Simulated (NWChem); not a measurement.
# CaHOBr; SMILES [OH][Ca][Br]

```xyz
4

Ca     0.2311     1.1547    -0.0001
Br    -0.0492    -1.4744     0.0001
O     -0.2857     3.0665     0.0012
H     -0.6141     3.9778    -0.0107
```
Atoms are numbered in this order, from 1.

Program: NWChem. Pople sets run with spherical d functions. Geometry: optimised at PBE-D3(BJ)/def2-SVP. Level M06-2X/6-31G*: energy and gradient on several grids; changes count from the extra-fine grid, which is no exact limit either.

```csv
grid,size of the energy change (μHa),largest change of a gradient component (μHa/bohr)
xcoarse,20000,6000
coarse,200,800
medium,40,200
fine,< 10,100
xfine,< 10,< 30
```
